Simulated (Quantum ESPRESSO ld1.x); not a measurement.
Results of a calculation; reference values are marked as such.
Is Bi- bound? Neutral atom [Hg] 6p3, anion [Hg] 6p4. Non-relativistic spherical Kohn-Sham, ld1.x of Quantum ESPRESSO 7.5; with spin, open shells are filled with parallel spins first. "No" means that the self-consistent cycle ended without a solution in which all occupied levels of the anion are bound.

| method | e(HOMO) neutral (eV) | anion bound | e(HOMO) anion (eV) | EA, Delta-SCF (eV) | <r> HOMO anion (bohr) |
|---|---|---|---|---|---|
| LDA (Slater exchange, Perdew-Zunger correlation), spin-polarised | 6p up -5.376 | no | - | - | - |
| LDA (Slater exchange, Perdew-Zunger correlation) + SIC, spin-polarised | 6p up -8.192 | yes | 6p down -1.328 | 1.429 | 3.64 |
| LDA (Slater exchange, Perdew-Wang correlation) + SIC, spin-polarised | 6p up -8.216 | yes | 6p down -1.287 | 1.385 | 3.65 |
| PBE, spin-unpolarised | 6p -4.739 | no | - | - | - |
| Slater X-alpha with alpha = 1, spin-unpolarised | 6p -6.374 | yes | 6p -0.151 | 3.154 | 3.17 |

A bound anion was found by 3 of 5 methods. Tabulated electron affinity: 0.942 eV (CRC Handbook (2014) and Andersen, Phys. Rep. 394, 157 (2004), with later updates, as tabulated in mendeleev).  Relativity is left out, which matters for an element this heavy.

Beside tabulated values, note that spin-unpolarised runs miss the spin-polarisation part of the exchange energy of open shells.
